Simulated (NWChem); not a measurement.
System: 1-butanol (C4H10O); SMILES CCCCO

NWChem printed, in part:

```
             Northwest Computational Chemistry Package (NWChem) 7.3.0
             --------------------------------------------------------

 CS  symmetry detected

                             Geometry "geometry" -> ""
                             -------------------------

 Output coordinates in angstroms (scale by  1.889725989 to convert to a.u.)

  No.       Tag          Charge          X              Y              Z
 ---- ---------------- ---------- -------------- -------------- --------------
    1 C                    6.0000     0.33323839    -2.50110310     0.00000000
    2 C                    6.0000    -0.50224873    -1.23028424     0.00000000
    3 C                    6.0000     0.33540468     0.04036745     0.00000000
    4 C                    6.0000    -0.48886423     1.31019396     0.00000000
    5 O                    8.0000     0.38207010     2.41051760     0.00000000
    6 H                    1.0000     0.98471103    -2.55110707    -0.88723086
    7 H                    1.0000    -0.29818334    -3.40263603     0.00000000
    8 H                    1.0000     0.98471103    -2.55110707     0.88723086
    9 H                    1.0000    -1.16961439    -1.22893014     0.88044036
   10 H                    1.0000    -1.16961439    -1.22893014    -0.88044036
   11 H                    1.0000     0.99908036     0.05991051     0.88179170
   12 H                    1.0000     0.99908036     0.05991051    -0.88179170
   13 H                    1.0000    -1.15394273     1.31423352     0.88922670
   14 H                    1.0000    -1.15394273     1.31423352    -0.88922670
   15 H                    1.0000    -0.14402667     3.21523708     0.00000000

 Effective nuclear repulsion energy (a.u.)     185.2911768628

      Symmetry information
      --------------------

 Group name             Cs
 Group number              2
 Group order               2
 No. of unique centers    11

                                Z-matrix (autoz)
                                --------

 Units are Angstrom for bonds and degrees for angles

      Type          Name      I     J     K     L     M      Value
      ----------- --------  ----- ----- ----- ----- ----- ----------
    1 Stretch                  1     2                       1.52086
    2 Stretch                  1     6                       1.10186
    3 Stretch                  1     7                       1.10066
    4 Stretch                  1     8                       1.10186
    5 Stretch                  2     3                       1.52191
    6 Stretch                  2     9                       1.10479
    7 Stretch                  2    10                       1.10479
    8 Stretch                  3     4                       1.51390
    9 Stretch                  3    11                       1.10381
   10 Stretch                  3    12                       1.10381
   11 Stretch                  4     5                       1.40330
   12 Stretch                  4    13                       1.11044
   13 Stretch                  4    14                       1.11044
   14 Stretch                  5    15                       0.96143
   15 Bend                     1     2     3               113.28336
   16 Bend                     1     2     9               109.44302
   17 Bend                     1     2    10               109.44302
   18 Bend                     2     1     6               111.26753
   19 Bend                     2     1     7               111.67059
   20 Bend                     2     1     8               111.26753
   21 Bend                     2     3     4               113.61750
   22 Bend                     2     3    11               110.22520
   23 Bend                     2     3    12               110.22520
   24 Bend                     3     2     9               109.35695
   25 Bend                     3     2    10               109.35695
   26 Bend                     3     4     5               108.64910
   27 Bend                     3     4    13               109.21734
   28 Bend                     3     4    14               109.21734
   29 Bend                     4     3    11               108.21087
   30 Bend                     4     3    12               108.21087
   31 Bend                     4     5    15               108.46226
   32 Bend                     5     4    13               111.64576
   33 Bend                     5     4    14               111.64576
   34 Bend                     6     1     7               107.57855
   35 Bend                     6     1     8               107.26145
   36 Bend                     7     1     8               107.57855
   37 Bend                     9     2    10               105.67630
   38 Bend                    11     3    12               106.04264
   39 Bend                    13     4    14               106.41122
   40 Torsion                  1     2     3     4         180.00000
   41 Torsion                  1     2     3    11         -58.35913
   42 Torsion                  1     2     3    12          58.35913
   43 Torsion                  2     3     4     5         180.00000
   44 Torsion                  2     3     4    13          57.99975
   45 Torsion                  2     3     4    14         -57.99975
   46 Torsion                  3     2     1     6         -59.77518
   47 Torsion                  3     2     1     7         180.00000
   48 Torsion                  3     2     1     8          59.77518
   49 Torsion                  3     4     5    15         180.00000
   50 Torsion                  4     3     2     9         -57.63772
   51 Torsion                  4     3     2    10          57.63772
   52 Torsion                  5     4     3    11          57.24395
   53 Torsion                  5     4     3    12         -57.24395
   54 Torsion                  6     1     2     9         177.91041
   55 Torsion                  6     1     2    10          62.53922
   56 Torsion                  7     1     2     9          57.68559
   57 Torsion                  7     1     2    10         -57.68559
   58 Torsion                  8     1     2     9         -62.53922
   59 Torsion                  8     1     2    10        -177.91041
   60 Torsion                  9     2     3    11          64.00315
   61 Torsion                  9     2     3    12        -179.27859
   62 Torsion                 10     2     3    11         179.27859
   63 Torsion                 10     2     3    12         -64.00315
   64 Torsion                 11     3     4    13         -64.75630
   65 Torsion                 11     3     4    14         179.24419
   66 Torsion                 12     3     4    13        -179.24419
   67 Torsion                 12     3     4    14          64.75630
   68 Torsion                 13     4     5    15         -59.49042
   69 Torsion                 14     4     5    15          59.49042

  xc_inp: hfexch multiplicative factor not found.

                           NWChem Geometry Optimization
                           ----------------------------

 maximum gradient threshold         (gmax) =   0.000450
 rms gradient threshold             (grms) =   0.000300
 maximum cartesian step threshold   (xmax) =   0.001800
 rms cartesian step threshold       (xrms) =   0.001200
 fixed trust radius                (trust) =   0.300000
 source of zmatrix                         =   autoz

          -------------------
          Energy Minimization
          -------------------

 Using diagonal initial Hessian
 Scaling for Hessian diagonals: bonds = 1.00  angles = 0.25  torsions = 0.10

          --------
          Step   0

                                 NWChem DFT Module
                                 -----------------

 Summary of "ao basis" -> "ao basis" (spherical)
 ------------------------------------------------------------------------------
       Tag                 Description            Shells   Functions and Types
 ---------------- ------------------------------  ------  ---------------------
 C                           sto-3g                  3        5   2s1p
 O                           sto-3g                  3        5   2s1p
 H                           sto-3g                  1        1   1s

      Symmetry analysis of basis
      --------------------------

        a'         26
        a"          9

            General Information
            -------------------
          SCF calculation type: DFT
          Wavefunction type:  closed shell.
          No. of atoms     :    15
          No. of electrons :    42
           Alpha electrons :    21
            Beta electrons :    21
          Charge           :     0
          Spin multiplicity:     1
          Use of symmetry is: on ; symmetry adaption is: on
          Maximum number of iterations: 150
          AO basis - number of functions:    35
                     number of shells:    25
          Convergence on energy requested:  1.00D-06
          Convergence on density requested:  1.00D-05
          Convergence on gradient requested:  5.00D-04

              XC Information
              --------------
                     Hartree-Fock (Exact) Exchange  1.000

      Superposition of Atomic Density Guess
      -------------------------------------

 Sum of atomic energies:        -227.15658402

      Non-variational initial energy
      ------------------------------

 Total energy =    -228.187676
 1-e energy   =    -679.531428
 2-e energy   =     266.052575
 HOMO         =      -0.185992
 LUMO         =       0.486478

      Symmetry analysis of molecular orbitals - initial
      -------------------------------------------------

  Numbering of irreducible representations:

     1 a'          2 a"

  Orbital symmetries:

     1 a'          2 a'          3 a'          4 a'          5 a'
     6 a'          7 a'          8 a'          9 a'         10 a'
    11 a'         12 a"         13 a"         14 a'         15 a'
    16 a"         17 a'         18 a"         19 a'         20 a'
    21 a"         22 a'         23 a"         24 a'         25 a'
    26 a"         27 a'         28 a'         29 a'         30 a'
    31 a"

[...]

      ----------------------
      Optimization converged
      ----------------------

  Step       Energy      Delta E   Gmax     Grms     Xrms     Xmax
  ---- ---------------- -------- -------- -------- -------- --------
@    6    -229.29309329 -1.9D-07  0.00003  0.00001  0.00026  0.00086
                                     ok       ok       ok       ok

                                Z-matrix (autoz)
                                --------

 Units are Angstrom for bonds and degrees for angles

[...]

 Rotational Constants
 --------------------
 A=   0.623110 cm-1  (  0.896496 K)
 B=   0.064734 cm-1  (  0.093135 K)
 C=   0.061298 cm-1  (  0.088192 K)

 Temperature                      =   298.15K
 frequency scaling parameter      =   1.0000

 Zero-Point correction to Energy  =  102.402 kcal/mol  (  0.163189 au)
 Thermal correction to Energy     =  106.423 kcal/mol  (  0.169595 au)
 Thermal correction to Enthalpy   =  107.015 kcal/mol  (  0.170539 au)

 Total Entropy                    =   78.300 cal/mol-K
   - Translational                =   38.806 cal/mol-K (mol. weight =  74.0732)
   - Rotational                   =   25.970 cal/mol-K (symmetry #  =        1)
   - Vibrational                  =   13.524 cal/mol-K

 Cv (constant volume heat capacity) =   20.563 cal/mol-K
   - Translational                  =    2.979 cal/mol-K
   - Rotational                     =    2.979 cal/mol-K
   - Vibrational                    =   14.604 cal/mol-K

[normal modes left out]

 ----------------------------------------------------------------------------
 Normal Eigenvalue ||           Projected Infra Red Intensities
  Mode   [cm**-1]  || [atomic units] [(debye/angs)**2] [(KM/mol)] [arbitrary]
 ------ ---------- || -------------- ----------------- ---------- -----------
    1       -0.000 ||    0.000200           0.005         0.195       0.348
    2       -0.000 ||    0.000138           0.003         0.134       0.239
    3        0.000 ||    0.000188           0.004         0.184       0.328
    4        0.000 ||    0.000124           0.003         0.121       0.216
    5        0.000 ||    0.002894           0.067         2.821       5.036
    6        0.000 ||    0.000001           0.000         0.001       0.001
    7      108.721 ||    0.001031           0.024         1.005       1.795
    8      118.647 ||    0.003261           0.075         3.179       5.674
    9      207.815 ||    0.002088           0.048         2.036       3.634
   10      253.959 ||    0.000025           0.001         0.025       0.044
   11      351.564 ||    0.080269           1.852        78.250     139.691
   12      442.746 ||    0.000028           0.001         0.027       0.049
   13      468.856 ||    0.006032           0.139         5.880      10.497
   14      854.573 ||    0.001840           0.042         1.794       3.203
   15      949.740 ||    0.001898           0.044         1.850       3.303
   16     1074.653 ||    0.005022           0.116         4.896       8.740
   17     1124.027 ||    0.000180           0.004         0.176       0.314
   18     1184.735 ||    0.002269           0.052         2.212       3.949
   19     1255.478 ||    0.000478           0.011         0.466       0.831
   20     1309.182 ||    0.004290           0.099         4.182       7.466
   21     1341.057 ||    0.001287           0.030         1.254       2.239
   22     1364.022 ||    0.007521           0.174         7.332      13.089
   23     1473.222 ||    0.000443           0.010         0.432       0.771
   24     1492.962 ||    0.040257           0.929        39.244      70.058
   25     1542.760 ||    0.000003           0.000         0.003       0.006
   26     1561.341 ||    0.000027           0.001         0.027       0.048
   27     1602.201 ||    0.004257           0.098         4.150       7.408
   28     1702.892 ||    0.004266           0.098         4.159       7.424
   29     1745.928 ||    0.000618           0.014         0.603       1.076
   30     1789.769 ||    0.009756           0.225         9.510      16.978
   31     1823.039 ||    0.001107           0.026         1.079       1.926
   32     1833.024 ||    0.000337           0.008         0.328       0.586
   33     1837.179 ||    0.001935           0.045         1.887       3.368
   34     1846.528 ||    0.001602           0.037         1.561       2.787
   35     1852.158 ||    0.000681           0.016         0.664       1.186
   36     3537.974 ||    0.009328           0.215         9.093      16.233
   37     3568.237 ||    0.002509           0.058         2.446       4.367
   38     3604.292 ||    0.003249           0.075         3.167       5.653
   39     3613.416 ||    0.003679           0.085         3.586       6.402
   40     3650.013 ||    0.013962           0.322        13.610      24.297
   41     3716.137 ||    0.000953           0.022         0.929       1.658
   42     3732.106 ||    0.004453           0.103         4.341       7.750
   43     3751.508 ||    0.002019           0.047         1.968       3.513
   44     3752.914 ||    0.003503           0.081         3.415       6.097
   45     4226.327 ||    0.028571           0.659        27.852      49.722
 ----------------------------------------------------------------------------
```

Level: Hartree-Fock/STO-3G. 

Question: Reconstruct the input file.

Answer: This is not unique; one that fits is the input that was run:
```
start job
memory heap 200 mb stack 900 mb global 1100 mb
geometry units angstroms
  C      0.332305    -2.497932     0.000025
  C     -0.501877    -1.226257    -0.001577
  C      0.337077     0.043535     0.000277
  C     -0.485889     1.314206    -0.000628
  O      0.386172     2.413636     0.000814
  H      0.985298    -2.548678    -0.886050
  H     -0.300040    -3.398817    -0.001021
  H      0.982152    -2.548530     0.888409
  H     -1.171080    -1.224299     0.877465
  H     -1.167399    -1.224138    -0.883412
  H      0.999339     0.062104     0.883148
  H      1.002204     0.062691    -0.880433
  H     -1.152121     1.318727     0.887724
  H     -1.149804     1.319128    -0.890728
  H     -0.139103     3.218894     0.002502
end
basis spherical
  * library sto-3g
end
dft
  xc hfexch
  iterations 150
end
driver
  maxiter 120
end
task dft optimize
task dft freq
```
